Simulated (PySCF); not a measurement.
# C3H8OPSi2: g tensor and hyperfine couplings

Compound: C₃H₈OPSi₂ (doublet state).
Geometry (GFN2-xTB, Å), atoms numbered from 1 in this order:
```xyz
15
C3H8OPSi2 angstrom
C      2.258   -1.433    0.520
O      2.351   -0.250    1.249
Si     1.201    0.547    2.074
C     -0.250    0.909    0.973
C     -1.202    1.048    0.228
Si    -2.505    1.376   -1.022
P     -2.670   -0.327   -2.455
H      2.055   -2.281    1.179
H      1.459   -1.372   -0.225
H      3.210   -1.595    0.013
H      0.679   -0.239    3.200
H      1.952    1.740    2.433
H     -3.792    1.624   -0.356
H     -1.431   -0.133   -3.044
H     -3.321    0.395   -3.443
```

The hyperfine couplings belong to this conformer and change with its torsions.

The species is `CO[SiH2]C#C[SiH]P` [radical].

Level of theory: UKS B3LYP, pcH-1 on C H O P Si, non-relativistic, mean-field spin-orbit, GIAO (PySCF). Isolated species at its GFN2-xTB geometry (one conformer only). Couplings are sensitive to structure, and on GFN2-xTB geometries they can be far from those on DFT ones, by a factor of two or more for some ions and for spin on atoms past the first row. No stability test was run, so a lower SCF solution isn't excluded.

```json
{"g1, g2, g3": "2.00134, 2.00280, 2.00679", "g_iso": "2.00364", "Form of g": "rhombic: the two nearest values differ by 27 % of g3 − g1", "⟨S²⟩": "0.7551 (exact 0.7500)", "α and β electrons": "39, 38", "HOMO–LUMO gap, α and β orbitals": "4.46, 4.51 eV"}
```

Hyperfine couplings atom by atom, in G; T1 to T3 are the principal values of the dipolar part (MHz turned into gauss with g_iso; 10 G = 1 mT):

| atom | isotope | a_iso | of which spin–orbit | T1 | T2 | T3 | Mulliken spin population |
| --- | --- | --- | --- | --- | --- | --- | --- |
| C1 | 13C | 0.0 | 0.0 | 0.0 | 0.0 | 0.1 | 0.00 |
| O2 | 17O | 0.0 | 0.0 | 0.0 | 0.0 | 0.0 | 0.00 |
| Si3 | 29Si | 2.6 | 0.0 | -0.1 | 0.0 | 0.1 | -0.01 |
| C4 | 13C | 4.9 | 0.0 | -4.7 | -4.1 | 8.8 | 0.18 |
| C5 | 13C | 3.8 | 0.0 | -3.4 | -0.1 | 3.5 | -0.10 |
| Si6 | 29Si | -169.8 | 0.3 | -53.9 | 26.6 | 27.3 | 0.80 |
| P7 | 31P | 6.2 | -0.2 | -20.4 | -17.8 | 38.2 | 0.10 |
| H8 | 1H | 0.0 | 0.0 | -0.1 | -0.1 | 0.3 | 0.00 |
| H9 | 1H | 0.0 | 0.0 | -0.3 | -0.2 | 0.4 | 0.00 |
| H10 | 1H | 0.0 | 0.0 | -0.1 | -0.1 | 0.2 | 0.00 |
| H11 | 1H | 2.7 | 0.0 | -0.3 | -0.2 | 0.5 | 0.00 |
| H12 | 1H | 3.5 | 0.0 | -0.3 | -0.2 | 0.5 | 0.01 |
| H13 | 1H | 17.6 | 0.0 | -2.9 | 0.3 | 2.6 | 0.01 |
| H14 | 1H | 7.3 | 0.0 | -1.3 | -0.1 | 1.4 | 0.00 |
| H15 | 1H | 7.8 | 0.0 | -1.3 | -0.1 | 1.5 | 0.01 |

Largest spin populations (Mulliken): Si6 (+0.80), C4 (+0.18), P7 (+0.10) and C5 (-0.10). The positive populations add up to 1.11 and the negative ones to -0.11, together 2S = 1. The angles at Si6 add up to 331.6°, so it is pyramidal.

Axes: g2 points within 10° of the Si6–P7 bond.

Under fast tumbling the dipolar parts average out, and these isotropic splittings remain: 1 × 1H (H13, I = 1/2, 2 lines) with 1.76 mT, 2 × 1H (H14/H15, I = 1/2, 3 lines) with 0.75 mT, 1 × 31P (P7, I = 1/2, 2 lines) with 0.62 mT and 2 × 1H (H11/H12, I = 1/2, 3 lines) with 0.31 mT.

Class means assume fast exchange of nuclei equivalent by connectivity; if that motion is slow, each nucleus keeps its own coupling.

The 29Si coupling of Si6 (-476.1 MHz) shows only in satellite lines or after enrichment, since that isotope makes up about 4.7 % of natural silicon.

The 13C coupling of C4 (13.9 MHz) shows only in satellite lines or after enrichment, since that isotope makes up about 1.07 % of natural carbon.

The spin density at the nucleus, in bohr⁻³, is negative for Si3 (-0.0081), for instance. A restricted open-shell determinant has no negative spin density anywhere; here it arises because α and β orbitals differ (spin polarisation).
